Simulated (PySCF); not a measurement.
Property card for `O=Cc1sncc1F`

C₄H₂FNOS.
Structure used (PBE0-D3(BJ)/def2-SVP), in Å, numbered top down from 1:
```xyz
10
C4H2FNOS angstrom
O     -2.7134    0.9572    0.4197
C     -1.9358    0.0807    0.1359
C     -0.4844    0.2697    0.0899
S      0.2948    1.7688    0.4135
N      1.8210    1.1855    0.1778
C      1.7946   -0.0887   -0.1360
C      0.4967   -0.6576   -0.1969
F      0.2655   -1.9211   -0.4927
H     -2.2728   -0.9541   -0.1136
H      2.7237   -0.6328   -0.3257
```

Structural features include: aldehyde, pyridine-type ring nitrogen, aromatic ring with sulfur and C–F bond.

PBE0-D3(BJ)/def2-SVP geometry optimisation, gas phase (PySCF):

```
Point group                  : Cs
Rotational constants A, B, C : 2.469, 1.836, 1.053 GHz
```

From CAM-B3LYP/def2-SVPD ground state and vertical TDDFT (core frozen in the response) (PySCF):

```
Dipole moment                                                     : 2.43 D
HOMO energy                                                       : -9.35 eV
LUMO energy                                                       : -1.77 eV
HOMO–LUMO gap                                                     : 7.58 eV
Lowest singlet excitation                                         : 3.77 eV (329 nm, f = 0.000)
Strongest line among the 6 lowest singlet transitions             : S4 at 5.30 eV (234 nm, f = 0.203)
Static isotropic polarisability                                   : 73.4 au
Electronic spatial extent ⟨r²⟩ about the centre of nuclear charge : 995 bohr²
```

Monoisotopic mass from the formula: 130.9841 u.

The rotational constants make it an asymmetric top with κ = (2B − A − C)/(A − C) = 0.11, nearer the oblate limit (+1). The principal polarisabilities are 44.2, 79.1 and 96.8 au; their mean is the isotropic value. The dipole matches unit charges of opposite sign 0.51 Å apart (1 e·Å = 4.8032 D). With B = h/(8π²I), that is 505.379 GHz u Å² over I, the principal moments of inertia are 204.7, 275.2 and 479.9 u Å² (most abundant isotopes).

For the geometry optimisation (PBE0-D3(BJ)/def2-SVP), rough CPU time on one thread of a shared machine: about 80 s.

One conformer stands for the species.
